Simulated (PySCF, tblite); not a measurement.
Isomers of C4H7NOSi. Method: GFN2-xTB as coded in tblite; computed harmonic values from a numerical Hessian at the method's own geometry, unscaled. This tight-binding method is rough: wavenumbers can miss measured ones by several per cent, in bad cases by 10 to 20. Modes of hydrogen on silicon can be 10 to 20 % off. One conformer each.

Electronic energies: PBE0/pcSseg-1 single points on the GFN2-xTB geometries (PySCF, gas phase).

| SMILES | electronic energy, lowest = 0 (kJ/mol) |
| --- | --- |
| O=CC#CCN[SiH3] | 139.0 |
| [H]/N=C\CO[SiH2]C#C | 88.2 |
| CN[Si@@H]1C=CC1=O | 0.0 |

How do GFN2-xTB zero-point energies change the relative energies?

| SMILES | ZPE (kJ/mol) | of it from modes above 1550 cm⁻¹ | electronic (kJ/mol) | with ZPE, lowest = 0 (kJ/mol) | lowest mode (cm⁻¹) | rings |
| --- | --- | --- | --- | --- | --- | --- |
| CN[Si@@H]1C=CC1=O | 266.1 | 144.6 | 0.0 | 0.0 | 65 | 1 |
| [H]/N=C\CO[SiH2]C#C | 254.6 | 143.1 | 88.2 | 76.7 | 15 | 0 |
| O=CC#CCN[SiH3] | 248.6 | 136.5 | 139.0 | 121.5 | 36 | 0 |

The zero-point energies span 17.5 kJ/mol, from `O=CC#CCN[SiH3]` to `CN[Si@@H]1C=CC1=O`. The order is unchanged.

And how do the electronic energies of GFN2-xTB itself compare?

`CN[Si@@H]1C=CC1=O` 20.9; `[H]/N=C\CO[SiH2]C#C` 0.0; `O=CC#CCN[SiH3]` 11.9 kJ/mol, lowest = 0. Against the energies above, taken from the same isomer `CN[Si@@H]1C=CC1=O`, the largest difference is 148.0 kJ/mol.
